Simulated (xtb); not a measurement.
C5H3F, SMILES C#CC(F)=C=C. All values are semi-empirical tight-binding results from xtb (GFN2-xTB unless named), good for trends rather than for accurate numbers. Geometry: GFN2-xTB. The structure was generated by enumeration, and PubChem lists no compound with its InChIKey, so it may never have been made.

Computed properties:
- point group as xtb finds it: Cs
- orbital gap: 4.14 eV
- dipole moment: 2.61 D
- zero-point energy: 34.9 kcal/mol
- G − E(el) at 298.15 K (modified RRHO): 16.0 kcal/mol
- static polarisability (D4 model): 55.1 bohr³
- solvation energy, GFN2-xTB/ALPB(water): -3.2 kcal/mol
- solvation energy, GFN2-xTB/ALPB(hexane): -5.0 kcal/mol

Computed IR lines (harmonic; lines under 4 % of the strongest left out, lines within 3 cm⁻¹ merged):
ν (cm⁻¹): 593 (w), 654 (w), 678 (w), 731 (m), 879 (m), 1134 (vs), 1281 (w), 1426 (m), 2064 (m), 3063 (w), 3068 (w), 3397 (w) (against the strongest line: vs over 80 %, s over 45 %, m over 15 %, w over 4 %, vw less)
